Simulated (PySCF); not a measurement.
Record of a relaxation.

C2H5AlFN.
Numbering: `[CH3:1][C:2]#[N+:3][AlH2-:4][F:5]` (hydrogens: H6, H7, H8 on C1; H9, H10 on Al4)
Bond orders are those of one Lewis drawing.

Computed by this run: PySCF 2.14.0, PBE0-D3(BJ)/def2-SVP geometry optimisation, gas phase; density fitting, grid level 1; the optimiser is geomeTRIC in internal coordinates, started from a GFN2-xTB structure with every atom displaced at random (about 0.01 Å). The frame can shift and turn from step to step; on so coarse a grid that alone can change the energy by a few meV, and forces under 0.02 eV/Å are noise.

Step 0: E = -12943.9646 eV, largest atomic force 3.105 eV/Å
```
atom  x, y, z in Å  |  force x, y, z in eV/Å
C1     -2.163    0.048   -0.150   -1.806   1.526  -0.350
C2     -0.770    0.033   -0.065   -1.027  -0.025  -0.032
N3      0.357    0.018    0.000    3.099  -0.025   0.198
Al4     2.413   -0.044    0.144   -0.666   0.202   0.331
F5      2.498   -1.533    0.878    0.150  -0.673   0.359
H6     -2.533    1.105   -0.034    0.239  -0.731  -0.029
H7     -2.606   -0.554    0.628   -0.333  -0.486   0.477
H8     -2.481   -0.295   -1.135   -0.168  -0.241  -0.264
H9      2.607    1.199    1.057    0.171   0.449   0.378
H10     2.727    0.003   -1.346    0.340   0.006  -1.068
```

Step 1: E = -12944.1283 eV, largest atomic force 0.284 eV/Å
```
atom  x, y, z in Å  |  force x, y, z in eV/Å
C1     -2.195    0.096   -0.137    0.100  -0.162   0.127
C2     -0.750    0.065   -0.069    0.149   0.024  -0.021
N3      0.401    0.050   -0.006   -0.235  -0.089   0.011
Al4     2.435   -0.080    0.137    0.080  -0.030  -0.120
F5      2.544   -1.595    0.888   -0.035   0.177  -0.109
H6     -2.548    1.083    0.181   -0.071   0.163  -0.077
H7     -2.608   -0.649    0.560    0.034  -0.036  -0.079
H8     -2.535   -0.128   -1.160    0.014   0.054   0.058
H9      2.709    1.177    1.092    0.003  -0.078  -0.070
H10     2.800   -0.043   -1.439   -0.040  -0.023   0.280
```

Step 2: E = -12944.1359 eV, largest atomic force 0.109 eV/Å
```
atom  x, y, z in Å  |  force x, y, z in eV/Å
C1     -2.194    0.097   -0.134    0.017   0.001   0.107
C2     -0.750    0.066   -0.065    0.006   0.051  -0.004
N3      0.399    0.048   -0.003   -0.035  -0.068   0.016
Al4     2.434   -0.079    0.136    0.025  -0.007  -0.041
F5      2.536   -1.592    0.880   -0.019   0.046  -0.020
H6     -2.556    1.090    0.171    0.009  -0.012  -0.057
H7     -2.606   -0.655    0.555    0.004  -0.015  -0.031
H8     -2.526   -0.125   -1.157   -0.013   0.016  -0.019
H9      2.715    1.174    1.083    0.006  -0.005  -0.003
H10     2.802   -0.047   -1.420    0.001  -0.007   0.051
```

Step 3: E = -12944.1369 eV, largest atomic force 0.048 eV/Å
```
atom  x, y, z in Å  |  force x, y, z in eV/Å
C1     -2.194    0.098   -0.133   -0.001  -0.008   0.021
C2     -0.751    0.067   -0.062   -0.013   0.035   0.000
N3      0.398    0.044    0.000    0.010  -0.045   0.011
Al4     2.434   -0.079    0.136    0.008   0.016   0.003
F5      2.531   -1.590    0.881   -0.010  -0.010   0.009
H6     -2.558    1.092    0.164    0.001   0.003  -0.009
H7     -2.610   -0.656    0.550   -0.001  -0.002  -0.007
H8     -2.522   -0.121   -1.158   -0.001   0.003  -0.010
H9      2.720    1.172    1.082    0.001   0.010   0.003
H10     2.806   -0.051   -1.414    0.007  -0.001  -0.019
```

Step 4: E = -12944.1372 eV, largest atomic force 0.031 eV/Å
```
atom  x, y, z in Å  |  force x, y, z in eV/Å
C1     -2.193    0.100   -0.134   -0.007   0.000  -0.012
C2     -0.751    0.066   -0.059   -0.004   0.022   0.001
N3      0.398    0.039    0.004    0.007  -0.030   0.006
Al4     2.434   -0.080    0.138   -0.002   0.018   0.003
F5      2.527   -1.591    0.884   -0.002  -0.014   0.014
H6     -2.558    1.095    0.158    0.001  -0.002   0.004
H7     -2.614   -0.655    0.546   -0.002   0.003   0.002
H8     -2.518   -0.117   -1.162    0.003  -0.001  -0.002
H9      2.720    1.173    1.083    0.000   0.004   0.001
H10     2.809   -0.053   -1.411    0.005  -0.001  -0.017
```

Step 5: E = -12944.1374 eV, largest atomic force 0.033 eV/Å
```
atom  x, y, z in Å  |  force x, y, z in eV/Å
C1     -2.193    0.104   -0.139   -0.005   0.005  -0.032
C2     -0.751    0.065   -0.057    0.005   0.006  -0.002
N3      0.397    0.031    0.010    0.003  -0.008   0.001
Al4     2.435   -0.083    0.144   -0.006   0.006   0.005
F5      2.525   -1.592    0.894    0.005  -0.008   0.008
H6     -2.556    1.101    0.150    0.000  -0.004   0.013
H7     -2.621   -0.650    0.536   -0.002   0.005   0.007
H8     -2.512   -0.111   -1.170    0.004  -0.002   0.005
H9      2.718    1.172    1.087   -0.002   0.001  -0.004
H10     2.813   -0.059   -1.406   -0.002  -0.002  -0.001
```

Step 6: E = -12944.1374 eV, largest atomic force 0.029 eV/Å
```
atom  x, y, z in Å  |  force x, y, z in eV/Å
C1     -2.193    0.109   -0.147   -0.001   0.005  -0.029
C2     -0.751    0.063   -0.056    0.009  -0.005  -0.005
N3      0.397    0.021    0.015   -0.003   0.006  -0.001
Al4     2.434   -0.088    0.151   -0.011  -0.008   0.002
F5      2.525   -1.595    0.905    0.010   0.005   0.003
H6     -2.552    1.107    0.141   -0.001  -0.001   0.011
H7     -2.628   -0.644    0.525   -0.001   0.004   0.006
H8     -2.506   -0.104   -1.180    0.003  -0.002   0.006
H9      2.713    1.172    1.090   -0.001  -0.003  -0.004
H10     2.815   -0.066   -1.399   -0.004  -0.003   0.010
```

Step 7: E = -12944.1375 eV, largest atomic force 0.027 eV/Å
```
atom  x, y, z in Å  |  force x, y, z in eV/Å
C1     -2.191    0.120   -0.164    0.006   0.005  -0.007
C2     -0.751    0.059   -0.058    0.005  -0.018  -0.010
N3      0.395    0.003    0.023   -0.004   0.025  -0.002
Al4     2.433   -0.098    0.168   -0.009  -0.025   0.005
F5      2.528   -1.600    0.931    0.010   0.017  -0.007
H6     -2.543    1.121    0.124    0.000   0.001   0.003
H7     -2.641   -0.628    0.504    0.000   0.002   0.001
H8     -2.496   -0.088   -1.200    0.000   0.002   0.004
H9      2.702    1.169    1.100   -0.002  -0.003  -0.003
H10     2.818   -0.081   -1.382   -0.006  -0.005   0.017
```

Step 8: E = -12944.1375 eV, largest atomic force 0.024 eV/Å
```
atom  x, y, z in Å  |  force x, y, z in eV/Å
C1     -2.190    0.127   -0.173    0.007   0.001   0.008
C2     -0.751    0.057   -0.061    0.001  -0.016  -0.009
N3      0.395   -0.005    0.026   -0.003   0.023  -0.001
Al4     2.431   -0.104    0.177   -0.006  -0.022   0.003
F5      2.531   -1.604    0.945    0.006   0.015  -0.006
H6     -2.538    1.129    0.116    0.000   0.003  -0.004
H7     -2.647   -0.619    0.493    0.001   0.000  -0.004
H8     -2.492   -0.079   -1.210   -0.002   0.003   0.000
H9      2.695    1.167    1.106   -0.001  -0.002   0.000
H10     2.819   -0.091   -1.371   -0.003  -0.005   0.011
```

Step 9: E = -12944.1376 eV, largest atomic force under 0.02 eV/Å
```
atom  x, y, z in Å  |  force x, y, z in eV/Å
C1     -2.189    0.135   -0.183    0.002  -0.001   0.017
C2     -0.751    0.057   -0.067   -0.003  -0.009  -0.002
N3      0.394   -0.011    0.026    0.001   0.013   0.000
Al4     2.429   -0.113    0.188    0.002  -0.007   0.002
F5      2.533   -1.610    0.959   -0.003   0.003  -0.001
H6     -2.531    1.139    0.107    0.001   0.003  -0.007
H7     -2.651   -0.609    0.482    0.000  -0.001  -0.005
H8     -2.491   -0.068   -1.220   -0.002   0.004  -0.004
H9      2.688    1.161    1.113   -0.001   0.000   0.002
H10     2.821   -0.104   -1.359    0.002  -0.004   0.000
```

Question: Summarise the path.

Answer: The energy falls by 16.69 kJ/mol from step 0 to step 9; nine tenths of that is first reached at step 1. It falls at every step. The largest force goes from 3.105 to under 0.02 eV/Å. Among the bonds Al4–H10 changes most, from 1.523 to 1.596 Å; the atoms move by 0.100 Å rms after alignment.

Question: Follow the three bonds and two angles with the largest change from start to end.

Answer: 
```json
{"step": "0", "E above end (kJ/mol)": "16.69", "largest force (eV/Å)": "3.105", "Al4–H10 (Å)": "1.523", "C1–C2 (Å)": "1.396", "Al4–H9 (Å)": "1.555", "H6–C1–H8 (°)": "107.0", "N3–Al4–F5 (°)": "96.2"}
{"step": "1", "E above end (kJ/mol)": "0.90", "largest force (eV/Å)": "0.284", "Al4–H10 (Å)": "1.618", "C1–C2 (Å)": "1.447", "Al4–H9 (Å)": "1.603", "H6–C1–H8 (°)": "110.7", "N3–Al4–F5 (°)": "98.8"}
{"step": "2", "E above end (kJ/mol)": "0.16", "largest force (eV/Å)": "0.109", "Al4–H10 (Å)": "1.600", "C1–C2 (Å)": "1.446", "Al4–H9 (Å)": "1.596", "H6–C1–H8 (°)": "109.9", "N3–Al4–F5 (°)": "98.4"}
{"step": "3", "E above end (kJ/mol)": "0.06", "largest force (eV/Å)": "0.048", "Al4–H10 (Å)": "1.594", "C1–C2 (Å)": "1.445", "Al4–H9 (Å)": "1.595", "H6–C1–H8 (°)": "109.4", "N3–Al4–F5 (°)": "98.1"}
{"step": "4", "E above end (kJ/mol)": "0.04", "largest force (eV/Å)": "0.031", "Al4–H10 (Å)": "1.594", "C1–C2 (Å)": "1.445", "Al4–H9 (Å)": "1.595", "H6–C1–H8 (°)": "109.3", "N3–Al4–F5 (°)": "97.8"}
{"step": "5", "E above end (kJ/mol)": "0.02", "largest force (eV/Å)": "0.033", "Al4–H10 (Å)": "1.596", "C1–C2 (Å)": "1.445", "Al4–H9 (Å)": "1.596", "H6–C1–H8 (°)": "109.2", "N3–Al4–F5 (°)": "97.6"}
{"step": "6", "E above end (kJ/mol)": "0.01", "largest force (eV/Å)": "0.029", "Al4–H10 (Å)": "1.596", "C1–C2 (Å)": "1.445", "Al4–H9 (Å)": "1.596", "H6–C1–H8 (°)": "109.2", "N3–Al4–F5 (°)": "97.5"}
{"step": "7", "E above end (kJ/mol)": "0.01", "largest force (eV/Å)": "0.027", "Al4–H10 (Å)": "1.597", "C1–C2 (Å)": "1.445", "Al4–H9 (Å)": "1.596", "H6–C1–H8 (°)": "109.3", "N3–Al4–F5 (°)": "97.6"}
{"step": "8", "E above end (kJ/mol)": "0.00", "largest force (eV/Å)": "0.024", "Al4–H10 (Å)": "1.597", "C1–C2 (Å)": "1.445", "Al4–H9 (Å)": "1.596", "H6–C1–H8 (°)": "109.4", "N3–Al4–F5 (°)": "97.8"}
{"step": "9", "E above end (kJ/mol)": "0.00", "largest force (eV/Å)": "under 0.02", "Al4–H10 (Å)": "1.596", "C1–C2 (Å)": "1.445", "Al4–H9 (Å)": "1.596", "H6–C1–H8 (°)": "109.4", "N3–Al4–F5 (°)": "98.1"}
```

The cost below is that of the whole optimisation. Hardware: an Arm Neoverse V1 with one thread, shared host with 64 logical CPUs at a one-minute load of 21. Cost: 28 s wall, 0.40 GiB resident at most.
